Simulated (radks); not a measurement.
Effect of the nuclear size on the iridium ion Ir2+, [Xe] 4f14 5d7. All-electron calculation, Dirac Kohn-Sham, LDA (Slater exchange, Perdew-Wang correlation), spin-unpolarised, spherical densities, finite nucleus; open shells fill j = l - 1/2 first; Fermi nuclear charge, rms radius 5.4032 fm. Program: a radial shooting solver on a logarithmic mesh with Libxc functionals. The rms radius is varied about that value; shifts are against it.

rms radius (fm)  total energy shift (eV)  density at nucleus (e/bohr^3)  1s1/2 shift (meV)  2s1/2 shift (meV)  5s1/2 shift (meV)  5p1/2 shift (meV)  5d5/2 shift (meV)  6s1/2 (empty) shift (meV)  6p1/2 (empty) shift (meV)
4.5549                             -23.1                      1.934e+06              -9310              -1350              -14.6             -0.211              0.136                      -1.97                     -0.091
5.079                              -9.12                      1.856e+06              -3680               -533              -5.77             -0.084              0.054                     -0.778                     -0.036
5.4032                                 0                      1.813e+06              0.000              0.000              0.000              0.000              0.000                      0.000                      0.000
5.7814                              11.1                      1.767e+06               4470                647               7.01              0.102             -0.065                      0.945                      0.044
6.419                               30.8                      1.699e+06              12400               1800               19.5              0.285             -0.181                       2.63                      0.121

Slopes of the eigenvalues against <r^2> in GHz/fm^2, as finite differences over the two radii next to the reference (eigenvalue slopes, not the field-shift constants of lines): 1s1/2 258000, 2s1/2 37400, 5s1/2 405, 5p1/2 5.89, 5d5/2 -3.77, 6s1/2 (empty) 54.6, 6p1/2 (empty) 2.52.
